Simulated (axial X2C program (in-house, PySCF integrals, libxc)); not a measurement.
## Correcting the dissociation energy of SeS for spin–orbit coupling

A spin-free PBE0 curve (one-electron X2C) was computed with an in-house all-electron X2C program for linear molecules (integrals from PySCF), basis Se dyall-cv3z [8s9p6d4f1g], S dyall-av3z [9s8p3d2f] (cores contracted in-house), for the state M_S = 1, Λ = 0 (beyond evenly filled blocks: π+α, π-α). It gives D0 = 4.007 eV to Se + S, which in a spin-free picture are the weighted means of the ground terms.

Measured levels of the ground terms (NIST Handbook of Basic Atomic Spectroscopic Data), in cm⁻¹: Se 3P: J = 2 at 0, J = 1 at 1989.5, J = 0 at 2534.4; S 3P: J = 2 at 0, J = 1 at 396.1, J = 0 at 573.6.

The molecular state has Λ = 0, so it has no first-order lowering.

(1) How far does each ground level lie under the (2J+1)-weighted mean of its term?

(2) Correct D0.

Second-order spin–orbit effects in the molecule, which grow quickly with Z, are left out. The state is one determinant whose occupation by symmetry is held fixed; it was picked as the lowest of a PBE0 search that is not exhaustive. De is counted from the lowest determinant-based energies of the atoms at the same level, without counterpoise correction. Other states lie close and PBE0, whose exact exchange favours high spin, may order them wrongly; the determinant shown need not be the ground state. The nearest other spin-free determinant of the search, M_S = 0, Λ = 2, lies 0.66 eV up at the distance of the search.

Answers

(1) Se: (5 × 0 + 3 × 1989.5 + 1 × 2534.4)/9 = 945 cm⁻¹; S: (5 × 0 + 3 × 396.1 + 1 × 573.6)/9 = 196 cm⁻¹.

(2) D0 = 4.007 + (0 − 1141)/8065.5 = 3.866 eV at PBE0 with these spin–orbit terms.
